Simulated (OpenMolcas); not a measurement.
Ne5+: the spin-orbit constant, worked from levels

- Program: OpenMolcas 26.06
- Basis: ANO-RCC-VQZP [5s4p3d2f1g]
- Scalar Hamiltonian: DKH2, point nucleus
- Active space: 3 electrons in 4 orbitals (2s 2p)
- State averaging: 2S+1 = 4 odd, 1 root; 2S+1 = 2 odd, 8 roots (3 in the spin-orbit step); 2S+1 = 4 even, 3 roots; 2S+1 = 2 even, 9 roots
- Spin-orbit coupling: RASSI with atomic mean-field integrals over the reference wave functions, term energies averaged over their components

Methods: CASSCF; SS-CASPT2, IPEA 0.25 Eh, imaginary shift 0.1 Eh (closed shells correlated: 1s). Measured levels: NIST levels in Podobedova, Fuhr, Reader and Wiese, J. Phys. Chem. Ref. Data 33, 525 (2004).

**The spin-orbit constant.** For the Hund term 2P* of p1, E(J) = (A/2) J(J+1) + constant and ζ = 2S·A = A. From J = 1/2 to J = 3/2 the energy changes by 1.5 A.

| Source | E(3/2) - E(1/2) | A | ζ |
| --- | --- | --- | --- |
| CASSCF | 1212.6 | 808.4 | 808 |
| SS-CASPT2 | 1212.6 | 808.4 | 808 |
| measured | 1310.0 | 873.3 | 873 |

All in cm-1. SS-CASPT2 is off by -7.4 % and CASSCF by -7.4 %. Both methods take the spin-orbit matrix elements from the reference wave functions, so the second can move ζ only through the term energies and any multistate remixing.

Measured partners are found by configuration, term and J. A level has none where our copy of the source lacks it or the pairing is in doubt (some pairs that miss far off the trend of their configuration count as doubtful), and it then counts in no deviation. Only configurations of the active space appear.

* marks odd parity.
